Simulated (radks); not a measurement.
Values are calculated unless marked as measured or tabulated.
Effect of the nuclear size on the praseodymium ion Pr+, [Xe] 4f3 6s1. Code: a radial shooting solver on a logarithmic mesh with Libxc functionals. Model: Dirac Kohn-Sham, BLYP, spin-unpolarised, spherical densities, finite nucleus; open shells fill j = l - 1/2 first; Fermi nuclear charge, rms radius 4.8919 fm. The rms radius is varied about that value; shifts are against it.

| rms radius (fm) | total energy shift (eV) | density at nucleus (e/bohr^3) | 1s1/2 shift (meV) | 2s1/2 shift (meV) | 5s1/2 shift (meV) | 5p1/2 shift (meV) | 6s1/2 shift (meV) | 4f5/2 shift (meV) |
|---|---|---|---|---|---|---|---|---|
| 3.9918 | -3.92 | 4.357e+05 | -1630 | -201 | -1.49 | 0.150 | -0.150 | 0.272 |
| 4.6375 | -1.17 | 4.219e+05 | -486 | -60.0 | -0.445 | 0.045 | -0.045 | 0.081 |
| 4.8919 | 0 | 4.171e+05 | 0.000 | 0.000 | 0.000 | 0.000 | 0.000 | 0.000 |
| 5.068 | 0.840 | 4.139e+05 | 348 | 43.0 | 0.319 | -0.032 | 0.032 | -0.058 |
| 5.7431 | 4.27 | 4.029e+05 | 1770 | 219 | 1.62 | -0.164 | 0.164 | -0.296 |

Slopes of the eigenvalues against <r^2> in GHz/fm^2, as finite differences over the two radii next to the reference (eigenvalue slopes, not the field-shift constants of lines): 1s1/2 48300, 2s1/2 5960, 5s1/2 44.2, 5p1/2 -4.47, 6s1/2 4.46, 4f5/2 -8.07.
